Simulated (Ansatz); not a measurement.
Geometry optimisation, RKS PBE0-D4/def2-mTZVP (Ansatz).

Input file:

```yaml
crystal:
  periodic: [false, false, false]
  atoms:
    - { symbol: B, position_ang: [-0.036923, -0.420884, -0.131637] }
    - { symbol: Cl, position_ang: [0.051426, -0.845012, 1.661019] }
    - { symbol: O, position_ang: [1.090595, -0.36368, -0.857342] }
    - { symbol: H, position_ang: [1.894999, -0.519543, -0.35571] }
    - { symbol: O, position_ang: [-1.232394, -0.252099, -0.71828] }
    - { symbol: H, position_ang: [-1.98466, -0.308408, -0.122939] }
    - { symbol: Br, position_ang: [0.071173, 2.705699, 0.731341] }
    - { symbol: H, position_ang: [0.101984, 1.718327, 1.865449] }
basis:
  gaussian: { orbitals: def2-mTZVP }
hamiltonian:
  xc: pbe0
  dispersion: d4
relax:
  f_tol: 0.03
  max_steps: 50
```

Launched with:

```bash
$ ansatz run input.yaml --threads 4 --pin off --max-ram 5120MiB --backend cpu --events-out ev --progress --plain --runs-dir out
```

Where does it end, and by what steps?

The run converged. The force dipped under the threshold on the way, but the program's further checks kept it going. After 20 steps the energy has fallen by 0.112 eV; Br7 moved furthest, 0.89 Å.

```json
{"step": "0", "energy less start (eV)": "0.0000", "largest force component (eV/Å)": "1.098", "accepted": "yes"}
{"step": "1", "energy less start (eV)": "-0.0875", "largest force component (eV/Å)": "0.469", "accepted": "yes"}
{"step": "2", "energy less start (eV)": "-0.0986", "largest force component (eV/Å)": "0.295", "accepted": "yes"}
{"step": "3", "energy less start (eV)": "-0.1027", "largest force component (eV/Å)": "0.185", "accepted": "yes"}
{"step": "4", "energy less start (eV)": "-0.1047", "largest force component (eV/Å)": "0.063", "accepted": "yes"}
{"step": "5", "energy less start (eV)": "-0.1043", "largest force component (eV/Å)": "0.125", "accepted": "no"}
{"step": "6", "energy less start (eV)": "-0.1052", "largest force component (eV/Å)": "0.014", "accepted": "yes"}
{"step": "7", "energy less start (eV)": "-0.1060", "largest force component (eV/Å)": "0.066", "accepted": "yes"}
{"step": "8", "energy less start (eV)": "-0.0967", "largest force component (eV/Å)": "0.601", "accepted": "no"}
{"step": "9", "energy less start (eV)": "-0.1069", "largest force component (eV/Å)": "0.126", "accepted": "yes"}
{"step": "10", "energy less start (eV)": "-0.1069", "largest force component (eV/Å)": "0.209", "accepted": "no"}
{"step": "11", "energy less start (eV)": "-0.1083", "largest force component (eV/Å)": "0.041", "accepted": "yes"}
{"step": "12", "energy less start (eV)": "-0.1089", "largest force component (eV/Å)": "0.043", "accepted": "yes"}
{"step": "13", "energy less start (eV)": "-0.1096", "largest force component (eV/Å)": "0.086", "accepted": "yes"}
{"step": "14", "energy less start (eV)": "-0.1101", "largest force component (eV/Å)": "0.087", "accepted": "yes"}
{"step": "15", "energy less start (eV)": "-0.1107", "largest force component (eV/Å)": "0.059", "accepted": "yes"}
{"step": "16", "energy less start (eV)": "-0.1110", "largest force component (eV/Å)": "0.041", "accepted": "yes"}
{"step": "17", "energy less start (eV)": "-0.1111", "largest force component (eV/Å)": "0.034", "accepted": "yes"}
{"step": "18", "energy less start (eV)": "-0.1114", "largest force component (eV/Å)": "0.048", "accepted": "yes"}
{"step": "19", "energy less start (eV)": "-0.1114", "largest force component (eV/Å)": "0.043", "accepted": "yes"}
{"step": "20", "energy less start (eV)": "-0.1115", "largest force component (eV/Å)": "0.022", "accepted": "yes"}
```

```xyz
8
Properties=species:S:1:pos:R:3
B -0.049 -0.589 -0.210
Cl 0.053 -0.595 1.596
O 1.072 -0.647 -0.952
H 1.885 -0.682 -0.439
O -1.245 -0.533 -0.821
H -1.996 -0.490 -0.221
Br 0.117 3.320 1.374
H 0.119 1.930 1.745
```

Whether the end is a true minimum wasn't checked by a vibrational analysis.

Run time: 59 s on 4 threads of Arm Neoverse V1, on a shared host, peak memory 0.35 GiB.
